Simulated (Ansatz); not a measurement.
C4H5 (SMILES [CH-]=C1CC1), charge -1, singlet, at a GFN2-xTB geometry (a gas-phase anion, which may not be bound at this level). Base run: PBE/6-31G (Ansatz, a quantum-chemistry and plane-wave program).

The Ansatz input:
Ansatz 0.2 input:
```yaml
crystal:
  periodic: [false, false, false]
  atoms:
    - {symbol: C, position_ang: [-0.00477750, -0.00846867, 0.42733059]}
    - {symbol: C, position_ang: [-0.00174017, -0.76951404, -0.83385328]}
    - {symbol: C, position_ang: [0.02025666, 0.75423460, -0.88448337]}
    - {symbol: C, position_ang: [-0.02048610, -0.11308971, 1.73328716]}
    - {symbol: H, position_ang: [-0.90781767, -1.26894023, -1.19210447]}
    - {symbol: H, position_ang: [0.89751813, -1.29434815, -1.17242457]}
    - {symbol: H, position_ang: [0.93628317, 1.22602460, -1.25140807]}
    - {symbol: H, position_ang: [-0.87391678, 1.25150097, -1.27114099]}
    - {symbol: H, position_ang: [-0.01158415, 0.90678977, 2.23339151]}
basis:
  gaussian:
    orbitals: 6-31G
hamiltonian:
  xc: pbe
total_charge: -1
```

The bond that is stretched is that between atoms 8 and 3. A test that says stable can miss a lower solution.

Variants of this job, named by their change:

```csv
change,ΔE vs base (eV),<S^2>,stability test says
base,0.00,0.000,minimum (restricted orbitals)
spin_polarized = on; lower_state_search = off,0.00,0.000,undecided (no full test)
spin_polarized = on; lower_state_search = standard,0.00,0.000,minimum
bond × 1.25,0.62,0.000,minimum (restricted orbitals)
spin_polarized = on; lower_state_search = off; bond × 1.25,0.62,0.000,undecided (no full test)
spin_polarized = on; lower_state_search = standard; bond × 1.25,0.62,0.000,minimum
bond × 1.5,1.64,0.000,minimum (restricted orbitals)
spin_polarized = on; lower_state_search = off; bond × 1.5,1.64,0.000,undecided (no full test)
spin_polarized = on; lower_state_search = standard; bond × 1.5,1.64,0.000,minimum
bond × 1.8,2.61,0.000,minimum (restricted orbitals)
spin_polarized = on; lower_state_search = off; bond × 1.8,2.61,0.000,undecided (no full test)
spin_polarized = on; lower_state_search = standard; bond × 1.8,2.61,0.032,minimum
bond × 2.2,3.41,0.000,minimum (restricted orbitals)
spin_polarized = on; lower_state_search = off; bond × 2.2,3.41,0.000,undecided (no full test)
spin_polarized = on; lower_state_search = standard; bond × 2.2,3.34,0.484,minimum
bond × 3.0,4.08,0.000,minimum (restricted orbitals)
spin_polarized = on; lower_state_search = off; bond × 3.0,4.08,0.000,undecided (no full test)
spin_polarized = on; lower_state_search = standard; bond × 3.0,3.76,0.800,minimum
```

A gas-phase anion may not be bound at this level; its values then depend on the basis.

Where a bond breaks into two radicals, a solution with restricted orbitals usually stops being the lowest and lies too high; an unrestricted one lies lower at the price of spin contamination, which <S^2> shows.
